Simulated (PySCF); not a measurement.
Compound: C5H7O2PSi.
Atom-mapped SMILES: `[CH3:1][C:2](=[O:3])[c:4]1[o:5][cH:6][p:7][c:8]1[SiH3:9]`

NICS = −σ at a ghost point: NICS(0) at the centroid of the ring atoms, NICS(1) 1 Å to either side along the normal of their mean plane, zz for the tensor component along that normal. Level: GIAO PBE0/pcSseg-1 (PySCF, non-relativistic, gas phase) on the GFN2-xTB geometry, one conformer.

Ring bond lengths (Å), with Mayer bond orders in brackets: C4–O5 1.348 (1.02), O5–C6 1.333 (1.12), C6–P7 1.718 (1.50), P7–C8 1.768 (1.18), C8–C4 1.372 (1.48).

Q: Give the NICS values of each ring in ppm.

A: 
| ring | type | NICS(0) | NICS(1), two faces | NICS(1)zz, two faces | rms pucker (Å) | centre to ring atoms, mean (Å) |
| --- | --- | --- | --- | --- | --- | --- |
| C4–O5–C6–P7–C8 | 5-membered ring with O and P; formal bonds all aromatic | -10.4 | -11.2 / -11.2 | -25.6 / -25.6 | 0.00 | 1.27 |

Q: What can be read from them?

A: 
- C4–O5–C6–P7–C8: mean NICS(1)zz -25.6 ppm, shielded.

Q: How equal are the bonds by HOMA? HOMA = 1 − mean of α(R − Ropt)² over the ring bonds, with Krygowski's 1993 parameters (CC: Ropt 1.388 Å, α 257.7 Å⁻²; CO: Ropt 1.265 Å, α 157.38 Å⁻²; CP: Ropt 1.698 Å, α 118.91 Å⁻²).

A: 
- C4–O5–C6–P7–C8: HOMA 0.50; the largest term is that of C4–O5, α(R − Ropt)² = 1.08.

Q: At the second NICS(1) probe listed for ring C4–O5–C6–P7–C8, 1 Å off the ring, what do the in-plane components average?

A: The isotropic value is a third of the trace: (3 × -11.2 − (-25.6))/2 = -4.0 ppm.

Shape of the structure used: `[CH3:1][C:2](=[O:3])[c:4]1[o:5][cH:6][p:7][c:8]1[SiH3:9]`: C1–C2–C4–O5 0°.
